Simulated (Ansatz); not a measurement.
Molecule: GeH2, net charge 0, singlet state. SMILES: [GeH2]
Coordinates optimised at B3LYP-D3(BJ)/def2-TZVP (Ansatz, a program for electronic structure):
```xyz
3

Ge    -0.0030    -0.0010     0.0661
H      0.0397    -1.1207    -1.0751
H      0.0547     1.1536    -1.0391
```

CCSD(T) with Ansatz in growing basis sets, 6 correlated electrons. Cores are frozen in the correlated levels unless marked. Open shells are spin-unrestricted. Spin-orbit coupling is left out. The frozen core is the preceding noble-gas configuration, with the filled d and f shells of earlier blocks. Non-relativistic. Costs are ratios of core time to the smallest set, on shared machines of one kind, and rough; they hold the program's checks for lower states.

```csv
basis,functions,cost over smallest,E(corr) (Eh),electronic atomisation energy (kcal/mol)
cc-pVQZ,128,1×,-0.1372,140.2
cc-pV5Z,214,5×,?,?
```

Question: What does the step to cc-pV5Z buy, and how does its cost grow by formal scaling?

Answer: Formally CCSD grows as o²v⁴ and (T) as o³v⁴; with o = 3 and v going from 111 to 197 both grow 10-fold in the last step, while integrals and the mean field grow more slowly. That step adds 1.7 mEh of correlation energy and 0.6 kcal/mol to the atomisation energy. Row: E(corr) (Eh) -0.1389, electronic atomisation energy (kcal/mol) 140.8.
